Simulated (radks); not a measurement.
Question: All-electron atom: Te29+ in [Ar] 3d5. Calculated with a radial shooting solver on a logarithmic mesh with Libxc functionals: non-relativistic Kohn-Sham, LDA (Slater exchange, Perdew-Wang correlation), spin-unpolarised, spherical densities, point nucleus; relativity is left out, which matters for an element this heavy. Some entries of the table are withheld. Estimate them.

orbital,occ.,eigenvalue (eV),<1/r> (bohr^-1)
1s,2,-31613.59,51.43
2s,2,(1),11.85
2p,6,-5497.577,11.85
3s,2,-1965.357,4.575
3p,6,(2),4.520
3d,5,(3),4.409

Answer: 
(1) 2s eigenvalue (eV): -5766.502
(2) 3p eigenvalue (eV): -1857.977
(3) 3d eigenvalue (eV): -1670.862
